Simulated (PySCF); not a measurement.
A calculated (r2SCANh, PySCF 2.14, aug-cc-pwCVTZ-DK with one added diffuse shell each of s, p, d, f, g type, the spin-free X2C one-electron Hamiltonian (Gaussian nucleus)) atom or ion has these occupied shells.

```
shell  electrons  orbital energy (eV)  rms radius, mean of both spins (bohr)
 1s β          1              -5911.3                                 0.0735
 1s α          1              -5911.3                                 0.0735
 2s α          1              -679.16                                  0.318
 2s β          1              -677.02                                  0.318
 2p α          3              -568.96                                  0.288
 2p β          3              -567.29                                  0.288
 3s α          1              -79.482                                  0.972
 3s β          1              -73.578                                  0.972
 3p α          3              -49.400                                   1.05
 3p β          3              -43.269                                   1.05
 4s α          1               -4.901                                   3.56
 3d α          5               -4.502                                   1.71
```

**Question.** Name the element and its charge.

**Answer.** Cr (chromium, neutral), in [Ar] 3d5 4s1, high-spin 7S determinant.
